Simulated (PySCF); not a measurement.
Input for PySCF: R-BP86/6-31G* on AlH3Se2 (SMILES [SeH][AlH][SeH]), a point of a torsion scan.

```python
from pyscf import gto, scf, dft, mp
from pyscf.data.elements import chemcore

mol = gto.M(
    atom='''
    Se   -2.30611665   -0.08105469   -0.53414640
    Al   -0.02489134    0.18474439   -0.72387550
    Se    1.23181985    0.40409408   -2.64304978
    H    -2.08865906   -0.83110538    0.68072668
    H     0.76289451    0.21569814    0.59221253
    H     2.38925694    0.61804298   -1.80666905
    ''',
    basis='6-31g*',
    cart=True,
    charge=0, spin=0, verbose=3, max_memory=1800)
mf = dft.RKS(mol, xc='b88,p86')
mf.conv_tol = 1e-8
mf.max_cycle = 100
mf.kernel()
if not mf.converged:
    mf = mf.newton().run(mf.mo_coeff, mf.mo_occ)
```

Program output:

```
converged SCF energy = -5047.38628443733
```

The run converged.

Cost: around 12 core-seconds (rough).
